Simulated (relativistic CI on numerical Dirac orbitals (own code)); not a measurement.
Forbidden lines of Cd26+

Method of calculation: Dirac-Coulomb-Breit CI, orbitals from a KLI potential per configuration, model QED, unscaled Slater integrals (own radial code, finite nucleus).

Configurations in the expansion (outside the closed core [Ne]): 3s2.3p6.3d4, 3s2.3p5.3d5, 3s.3p6.3d5, 3s2.3p6.3d3.4s, 3s2.3p6.3d3.4p, 3s2.3p6.3d3.4d, 3s2.3p6.3d3.4f, 3s2.3p5.3d4.4s, 3s2.3p5.3d4.4p, 3s2.3p6.3d2.4s.4p, 3s.3p6.3d4.4s, 3s2.3p6.3d3.5s, 3s2.3p6.3d3.5p, 3s.3p6.3d4.4p, 3p6.3d5.4p, 3s2.3p6.3d3.5d, 3s.3p6.3d4.4d, 3s2.3p6.3d3.5g, 3s2.3p6.3d3.6s, 3p6.3d6, 3p5.3d7, 3s2.3p6.3d2.4s2, 3s2.3p6.3d.4s2.4p, 3s2.3p6.3d.4s2.4d, 3s2.3p6.3d.4s2.4f, 3p6.3d5.4s, 3p5.3d6.4s, 3s2.3p6.3d2.4p2, 3s2.3p6.3d.4s.4p2, 3s2.3p6.3d.4p3, 3s2.3p6.3d.4p2.4d, 3s2.3p6.3d.4p2.4f, 3s2.3p6.3d2.4s.4d, 3s2.3p6.3d.4s.4p.4d, 3s2.3p6.3d.4s.4d2, 3s2.3p6.3d.4s.4d.4f, 3p6.3d5.4d, 3p5.3d6.4d, 3s2.3p6.3d2.4d2, 3s2.3p6.3d.4p.4d2, 3s2.3p6.3d.4d3, 3s2.3p6.3d.4d2.4f, 3s.3p6.3d3.4s2, 3s.3p6.3d2.4s2.4p, 3s.3p6.3d2.4s2.4d, 3s.3p6.3d2.4s2.4f. Double excitations out of closed p, d and f shells are left out; levels of such configurations are missing from the list, as are those of other unlisted configurations, and high levels can miss mixing partners. These lack a partner that the ground configuration has and come out too high: 3s2.3p5.3d4.4p.

| λ vac (nm) | Lower | Upper | Type | A (s⁻¹) | E lower (cm⁻¹) | E upper (cm⁻¹) |
| --- | --- | --- | --- | --- | --- | --- |
| 54.382 | 3s2.3p6.3d4 3G_3 [8] | 3s2.3p6.3d4 3F_4 [27] | M1 | 2.73e+03 | 150455 | 334338 |
| 60.611 | 3s2.3p6.3d4 5D_2 [3] | 3s2.3p6.3d4 3F_3 [17] | M1 | 3.34e+03 | 55771 | 220759 |
| 62.459 | 3s2.3p6.3d4 5D_3 [4] | 3s2.3p6.3d4 3P_2 [19] | M1 | 1.16e+04 | 73459 | 233564 |
| 67.725 | 3s2.3p6.3d4 3G_4 [13] | 3s2.3p6.3d4 3F_4 [27] | M1 | 3.15e+03 | 186683 | 334338 |
| 67.889 | 3s2.3p6.3d4 5D_3 [4] | 3s2.3p6.3d4 3F_3 [17] | M1 | 2.52e+03 | 73459 | 220759 |
| 74.594 | 3s2.3p6.3d4 3F_4 [15] | 3s2.3p6.3d4 3F_4 [27] | M1 | 8.22e+03 | 200279 | 334338 |
| 78.852 | 3s2.3p6.3d4 5D_3 [4] | 3s2.3p6.3d4 3F_4 [15] | M1 | 2.43e+03 | 73459 | 200279 |
| 79.408 | 3s2.3p6.3d4 3P_0 [6] | 3s2.3p6.3d4 3D_1 [21] | M1 | 6.65e+03 | 119247 | 245179 |
| 80.200 | 3s2.3p6.3d4 5D_1 [2] | 3s2.3p6.3d4 3F_2 [9] | M1 | 4.60e+03 | 31164 | 155853 |
| 82.889 | 3s2.3p6.3d4 5D_4 [5] | 3s2.3p6.3d4 3F_3 [16] | M1 | 4.07e+03 | 82155 | 202799 |
| 88.044 | 3s2.3p6.3d4 3F_3 [17] | 3s2.3p6.3d4 3F_4 [27] | M1 | 5.89e+03 | 220759 | 334338 |
| 93.744 | 3s2.3p6.3d4 5D_2 [3] | 3s2.3p6.3d4 3P_1 [11] | M1 | 1.08e+04 | 55771 | 162444 |
| 99.918 | 3s2.3p6.3d4 5D_2 [3] | 3s2.3p6.3d4 3F_2 [9] | M1 | 3.21e+03 | 55771 | 155853 |
| 113.53 | 3s2.3p6.3d4 5D_1 [2] | 3s2.3p6.3d4 3P_0 [6] | M1 | 1.83e+04 | 31164 | 119247 |
| 116.79 | 3s2.3p6.3d4 3H_5 [10] | 3s2.3p6.3d4 1I_6 [20] | M1 | 3.08e+03 | 157440 | 243061 |
| 129.88 | 3s2.3p6.3d4 5D_3 [4] | 3s2.3p6.3d4 3G_3 [8] | M1 | 3.00e+03 | 73459 | 150455 |
| 135.43 | 3s2.3p6.3d4 3H_6 [12] | 3s2.3p6.3d4 1I_6 [20] | M1 | 2.60e+03 | 169220 | 243061 |
| 135.63 | 3s2.3p6.3d4 3H_4 [7] | 3s2.3p6.3d4 3F_4 [15] | M1 | 5.76e+03 | 126551 | 200279 |
| 142.24 | 3s2.3p6.3d4 3G_3 [8] | 3s2.3p6.3d4 3F_3 [17] | M1 | 3.81e+03 | 150455 | 220759 |
| 154.07 | 3s2.3p6.3d4 3F_2 [9] | 3s2.3p6.3d4 3F_3 [17] | M1 | 3.47e+03 | 155853 | 220759 |

Terms are leading LS components. Brackets give the number of a level in order of energy, since labels repeat. The list gives strong lines, with weight on those to low levels, among the lowest 400 of 10265 levels, so that lines to higher ones, which can be the strongest, are missing. Levels whose partners in the same complex of configurations lie outside the list can be far off, and so can their lines. Rates are taken at the computed energies, electric ones in the length gauge.

At this charge energies of transitions that change n are usually good to better than 1 %, and those within a shell (Δn = 0) to a few per cent. Terms inside the open d or f shell come out 10 to 20 % too wide with unscaled integrals.

LS names give the leading component of a level, which can be under half, so a name can repeat, a term be missing and a line seem to break the LS rules.
